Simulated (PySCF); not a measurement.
C3H10BN, SMILES CBN(C)C.

The structure is a stationary point at PBE0-D3(BJ)/def2-SVP. The geometry has at least one imaginary mode, so it is a saddle point at that level. Other conformers were not sampled.

Method: PBE0-D3(BJ)/def2-SVP run with PySCF.

Frequencies are harmonic and unscaled.

| mode | ν (cm⁻¹) | IR (km/mol) | Raman (Å⁴/amu) | depolarisation | moving atoms (share of kinetic energy) |
|---|---|---|---|---|---|
| 1 | 56i | 0.3 | 0.0 | – | H 97 % |
| 2 | 154 | 1.0 | 0.4 | 0.75 | H 77 %, C 10 %, N 9 % |
| 3 | 194 | 0.6 | 0.2 | 0.75 | H 81 %, C 12 % |
| 4 | 247 | 1.0 | 0.4 | 0.75 | H 72 %, B 21 % |
| 5 | 257 | 0.2 | 0.1 | 0.49 | C 55 %, H 34 % |
| 6 | 353 | 4.9 | 0.9 | 0.75 | N 49 %, H 40 % |
| 7 | 407 | 1.1 | 1.6 | 0.43 | C 48 %, H 39 % |
| 8 | 481 | 0.8 | 2.0 | 0.31 | C 40 %, H 33 %, B 14 %, N 13 % |
| 9 | 659 | 0.2 | 2.6 | 0.75 | H 88 %, C 9 % |
| 10 | 769 | 0.9 | 5.6 | 0.07 | H 47 %, C 41 %, B 11 % |
| 11 | 931 | 6.4 | 3.7 | 0.18 | H 49 %, C 32 %, B 15 % |
| 12 | 963 | 22.3 | 1.5 | 0.75 | H 56 %, B 31 %, C 11 % |
| 13 | 984 | 4.8 | 3.6 | 0.19 | H 44 %, B 34 %, C 21 % |
| 14 | 1075 | 3.7 | 3.5 | 0.75 | H 72 %, C 26 % |
| 15 | 1089 | 12.2 | 9.3 | 0.63 | H 70 %, C 20 % |
| 16 | 1113 | 0.0 | 1.3 | 0.75 | H 79 %, C 20 % |
| 17 | 1173 | 1.7 | 0.1 | 0.75 | H 67 %, C 20 %, N 13 % |
| 18 | 1197 | 45.8 | 0.3 | 0.25 | H 56 %, B 22 %, C 15 % |
| 19 | 1287 | 15.1 | 1.0 | 0.63 | N 47 %, H 31 %, C 22 % |
| 20 | 1320 | 71.9 | 6.0 | 0.75 | H 55 %, C 24 %, N 15 % |
| 21 | 1422 | 2.2 | 13.4 | 0.75 | H 84 %, C 16 % |
| 22 | 1430 | 2.5 | 12.8 | 0.74 | H 93 % |
| 23 | 1444 | 8.1 | 21.5 | 0.75 | H 96 % |
| 24 | 1448 | 35.7 | 8.0 | 0.27 | H 73 %, C 21 % |
| 25 | 1458 | 6.9 | 19.6 | 0.75 | H 97 % |
| 26 | 1464 | 29.1 | 39.6 | 0.55 | H 81 %, B 9 % |
| 27 | 1470 | 8.7 | 4.2 | 0.75 | H 97 % |
| 28 | 1473 | 18.5 | 5.5 | 0.74 | H 96 % |
| 29 | 1564 | 157.1 | 5.1 | 0.17 | N 40 %, H 33 %, B 26 % |
| 30 | 2568 | 158.7 | 81.6 | 0.22 | H 91 %, B 9 % |
| 31 | 3015 | 42.1 | 40.3 | 0.22 | H 97 % |
| 32 | 3022 | 83.5 | 282.0 | 0.02 | H 97 % |
| 33 | 3043 | 3.4 | 139.0 | 0.00 | H 96 % |
| 34 | 3081 | 63.5 | 186.9 | 0.75 | H 91 %, C 9 % |
| 35 | 3087 | 1.8 | 23.1 | 0.75 | H 90 %, C 10 % |
| 36 | 3120 | 8.8 | 61.6 | 0.75 | H 91 %, C 9 % |
| 37 | 3160 | 15.2 | 90.3 | 0.63 | H 91 %, C 9 % |
| 38 | 3182 | 7.7 | 55.8 | 0.64 | H 91 %, C 9 % |
| 39 | 3186 | 8.2 | 45.0 | 0.65 | H 91 %, C 9 % |
